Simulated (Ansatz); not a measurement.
Problem. Name a neutral molecule of C, Cl, O, Si and H with HOMO–LUMO gap (PBE/def2-TZVPP) between 5.75 and 6.05 eV and LUMO energy (PBE/def2-TZVPP) between -1.15 and -0.85 eV (Ansatz, PBE0-D4/def2-TZVP geometry).

Solution. `[SiH3]OCCCl` (5.98 eV, -0.95 eV); `OC([SiH3])Cl` (5.84 eV, -0.90 eV); `O[SiH2]CCl` (5.80 eV, -1.01 eV). Other molecules can fit too; these were computed, each in one conformer that needn't be the lowest.
